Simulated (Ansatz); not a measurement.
Stepwise reaction of `[OH][Sc]([OH])[OH]` with ammonia, as a gas-phase model of exchange steps in deposition or etching. ΔE in kJ/mol; ΔG adds harmonic PBE0-D4 terms to CCSD(T)/CBS, at 1 bar.

Computed with Ansatz on PBE0-D4/def2-TZVP structures; ΔE is electronic, products minus reactants. CCSD(T)/CBS is the MP2 limit (def2-TZVPP, def2-QZVPP) plus CCSD(T) − MP2 in def2-TZVPP, frozen cores. This one scheme is used for every species. DFT in def2-TZVPP. B3LYP here is the variant with VWN-RPA as its local correlation; programs differ in this. For Sc outer-core shells are correlated without core-valence functions, which leaves a few kJ/mol of doubt a bond. Scalar relativity is left out up to krypton. One conformer a species, not always the lowest.

| step | reaction | PBE-D4 | B3LYP-D4 | ωB97M-V | CCSD(T)/CBS | ΔG(600 K) |
| --- | --- | --- | --- | --- | --- | --- |
| 1 | `[OH][Sc]([OH])[OH]` + NH₃ → `[NH2][Sc]([OH])[OH]` + H₂O | 64.5 | 67.9 | 68.2 | 65.9 | 67.2 |
| 2 | `[NH2][Sc]([OH])[OH]` + NH₃ → `[NH2][Sc]([NH2])[OH]` + H₂O | 74.6 | 77.2 | 77.3 | 74.8 | 67.3 |
| 3 | `[NH2][Sc]([NH2])[OH]` + NH₃ → `[NH2][Sc]([NH2])[NH2]` + H₂O | 74.7 | 78.3 | 79.1 | 77.2 | 78.6 |

**Question.** By hand: ΔE of the 3 steps together at CCSD(T)/CBS.

**Answer.** (65.9) + (74.8) + (77.2) = 217.9 kJ/mol, or 72.6 kJ/mol a step.

In ΔE each step is higher than the one before. All are uphill at CCSD(T)/CBS. ΔG lies between 67.2 and 78.6 kJ/mol a step. PBE-D4 differs from CCSD(T)/CBS by -2.5 to -0.2 kJ/mol a step. Isolated molecules leave out the surface, adducts and barriers. Largest T1 diagnostic: 0.016.
